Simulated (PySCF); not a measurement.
**A ladder of Hamiltonians for Ga¹³⁺ (gallium, charge +13)**

Occupied: 1s1/2, 2s1/2, 2p1/2, 2p3/2, 3s1/2, 3p1/2, 3p3/2. Hartree-Fock calculated with PySCF 2.14 in an uncontracted even-tempered set (22 s from 0.44 bohr⁻², ratio 2.3; 16 p from 0.52 bohr⁻², ratio 2.3), Gaussian nucleus throughout. NR is non-relativistic, sf-X2C the spin-free one-electron X2C Hamiltonian, X2C adds the bare one-electron spin-orbit term, X2C-SNSO screens it by Boettger's factors, DC is four-component Dirac-Coulomb, and the Gaunt and Breit terms are added at first order (total energies over the DC spinors, levels after relaxing the spinors in that mean field). QED terms are absent. Levels marked empty are virtual spinors of this ion; the basis has s and p functions only, so 3d, which can lie below the n = 4 levels, is absent.

```json
{"Hamiltonian": "NR", "E (hartree)": "-1848.5634", "E − E(DC) (hartree)": "19.5777", "CPU seconds": "0.52"}
{"Hamiltonian": "sf-X2C", "E (hartree)": "-1867.7686", "E − E(DC) (hartree)": "0.3725", "CPU seconds": "0.31"}
{"Hamiltonian": "X2C", "E (hartree)": "-1867.8459", "E − E(DC) (hartree)": "0.2952", "CPU seconds": "0.48"}
{"Hamiltonian": "X2C-SNSO", "E (hartree)": "-1867.8362", "E − E(DC) (hartree)": "0.3050", "CPU seconds": "0.48"}
{"Hamiltonian": "DC", "E (hartree)": "-1868.1411", "E − E(DC) (hartree)": "0.0000", "CPU seconds": "16"}
{"Hamiltonian": "DC+Gaunt", "E (hartree)": "-1867.2062", "E − E(DC) (hartree)": "0.9349", "CPU seconds": "30"}
{"Hamiltonian": "DC+Breit", "E (hartree)": "-1867.2917", "E − E(DC) (hartree)": "0.8494", "CPU seconds": "85"}
```

```json
{"level (eV)": "1s1/2", "NR": "-10725.8", "sf-X2C": "-10858.4", "X2C": "-10858.1", "X2C-SNSO": "-10858.2", "DC": "-10863.8", "DC+Gaunt": "-10849.4", "DC+Breit": "-10850.3"}
{"level (eV)": "2s1/2", "NR": "-1733.3", "sf-X2C": "-1763.5", "X2C": "-1763.5", "X2C-SNSO": "-1763.5", "DC": "-1764.0", "DC+Gaunt": "-1762.9", "DC+Breit": "-1763.0"}
{"level (eV)": "2p1/2", "NR": "-1579.0", "sf-X2C": "-1585.2", "X2C": "-1605.7", "X2C-SNSO": "-1604.3", "DC": "-1604.4", "DC+Gaunt": "-1602.4", "DC+Breit": "-1602.6"}
{"level (eV)": "2p3/2", "NR": "-1579.0", "sf-X2C": "-1585.2", "X2C": "-1575.3", "X2C-SNSO": "-1575.9", "DC": "-1576.3", "DC+Gaunt": "-1574.9", "DC+Breit": "-1575.1"}
{"level (eV)": "3s1/2", "NR": "-527.96", "sf-X2C": "-534.58", "X2C": "-534.57", "X2C-SNSO": "-534.57", "DC": "-534.67", "DC+Gaunt": "-534.48", "DC+Breit": "-534.49"}
{"level (eV)": "3p1/2", "NR": "-471.20", "sf-X2C": "-472.90", "X2C": "-476.72", "X2C-SNSO": "-476.47", "DC": "-476.47", "DC+Gaunt": "-476.13", "DC+Breit": "-476.18"}
{"level (eV)": "3p3/2", "NR": "-471.20", "sf-X2C": "-472.90", "X2C": "-471.06", "X2C-SNSO": "-471.17", "DC": "-471.24", "DC+Gaunt": "-471.01", "DC+Breit": "-471.06"}
{"level (eV)": "4s1/2 (empty)", "NR": "-217.64", "sf-X2C": "-219.56", "X2C": "-219.56", "X2C-SNSO": "-219.56", "DC": "-219.59", "DC+Gaunt": "-219.53", "DC+Breit": "-219.54"}
{"level (eV)": "4p1/2 (empty)", "NR": "-200.15", "sf-X2C": "-200.75", "X2C": "-201.76", "X2C-SNSO": "-201.70", "DC": "-201.70", "DC+Gaunt": "-201.60", "DC+Breit": "-201.62"}
{"level (eV)": "4p3/2 (empty)", "NR": "-200.15", "sf-X2C": "-200.75", "X2C": "-200.26", "X2C-SNSO": "-200.29", "DC": "-200.30", "DC+Gaunt": "-200.24", "DC+Breit": "-200.25"}
```

| interval (eV) | X2C | X2C-SNSO | DC | DC+Gaunt | DC+Breit |
| --- | --- | --- | --- | --- | --- |
| 2p3/2 − 2p1/2 | 30.38 | 28.39 | 28.07 | 27.48 | 27.48 |
| 3p3/2 − 3p1/2 | 5.664 | 5.293 | 5.232 | 5.119 | 5.120 |
| 4p3/2 − 4p1/2 | 1.508 | 1.409 | 1.394 | 1.364 | 1.364 |

Weight of the small component: 1s1/2 0.0125, 2s1/2 0.00246, 2p1/2 0.00242, 2p3/2 0.00238, 3s1/2 0.000707, 3p1/2 0.000667, 3p3/2 0.000658, 4s1/2 0.000255, 4p1/2 0.000241, 4p3/2 0.000238.

Koopmans' value for the highest occupied level at DC+Breit: 471.06 eV, against an ionisation energy of 471.2 ± 1.4 eV (semi-empirical (NIST evaluation); NIST Atomic Spectra Database, ionization energies); the former lacks relaxation, correlation, QED and recoil.

The whole ladder took 140 s of wall time on 1 thread of Neoverse-V2 (shared host), launched as `OMP_NUM_THREADS=1 python relrun2.py TASK.json OUT` (a driver that calls PySCF for each Hamiltonian).
